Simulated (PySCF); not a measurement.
**A small calculation by hand: chemical shift, span and skew from a shielding tensor**

SiH₂Cl₂, SMILES Cl[SiH2]Cl. Atoms are numbered in the order given.

```xyz
5

Si     0.0000     0.0000     0.7664
Cl     1.6824     0.0000    -0.4085
Cl    -1.6824     0.0000    -0.4085
H      0.0000    -1.2244     1.5799
H      0.0000     1.2244     1.5799
```

The structure is a stationary point at B3LYP-D3(BJ)/def2-TZVP. The isomer is the one that the SMILES or the coordinates give; other isomers of the formula were not compared.

GIAO shieldings from PBE/pcSseg-2 (PySCF), non-relativistic, no solvent. The symmetric part of the tensor of Si1 has the principal values 269.7, 346.1, 354.1 ppm. The same nucleus in TMS has σ = 324.1 ppm at this level (PySCF, at its B3LYP-D3(BJ)/def2-TZVP geometry). Without spin–orbit terms, shifts of atoms bonded to Cl or Br come out too high.

Work out the isotropic shielding, the ²⁹Si shift against TMS, the span and the skew.


σ(iso) = (σ11 + σ22 + σ33)/3 = 323.3 ppm. δ = σ(ref) − σ(iso) = 324.1 − (323.3) = 0.8 ppm.
Span Ω = σ33 − σ11 = 84.4 ppm. Skew κ = 3(σ(iso) − σ22)/Ω = -0.81. Tumbling in solution averages the tensor to δ; in a static solid the shielding alone would spread this spin-1/2 line over Ω.
